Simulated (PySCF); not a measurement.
SMILES [GeH3][SiH2] (H₅GeSi), doublet at its PBE0/def2-SVP optimised geometry (Å):

```
7

Si    -0.4944    -0.7040     0.0000
Ge    -1.4451    -2.0593     1.7030
H      1.0023    -0.7040     0.0000
H     -1.0023     0.7040     0.0000
H     -2.9780    -2.0666     1.5604
H     -0.9278    -3.5024     1.5603
H     -1.0892    -1.5512     3.1165
```

Computed with unrestricted PBE0/def2-TZVP (PySCF 2.14.0). Cells within 0.4 Å of a nucleus heavier than hydrogen are left out (blank, or x).

Map of the Laplacian of the electron density (e/bohr⁵), clipped to [-1.50, 1.50] on the plane z = 0.0 Å:

```
|55555555555555555555555555555|
|55555555555555555555555555555|
|55555555555555555555555555555|
|55555555555555555555555555555|
|55555555555555555555555555555|
|55555555555555555555555555555|
|55555555555555555555555555555|
|55555555555555555555555555555|
|55555555555555555555555555555|
|55555555555555555555555555555|
|55555555554455555555555555555|
|55555555530245555555555555555|
|55555555530345555555555555555|
|55555555543344555555555555555|
|55555555544565555555555555555|
|55555555557999744445555555555|
|55555555559xxx954304555555555|
|55555555559xxx953103555555555|
|55555555559xxx944435555555555|
|55555555545999644555555555555|
|55555555544555555555555555555|
|55555555555455555555555555555|
|55555555555555555555555555555|
|55555555555555555555555555555|
|55555555555555555555555555555|
|55555555555555555555555555555|
|55555555555555555555555555555|
|55555555555555555555555555555|
|55555555555555555555555555555|
```
Scale: ten equal steps from -1.50 (start of '0') to 1.50 (end of '9'), in the order '0123456789'; x runs from -3.50 to 3.50, y from -3.50 (bottom) to 3.50 (top).
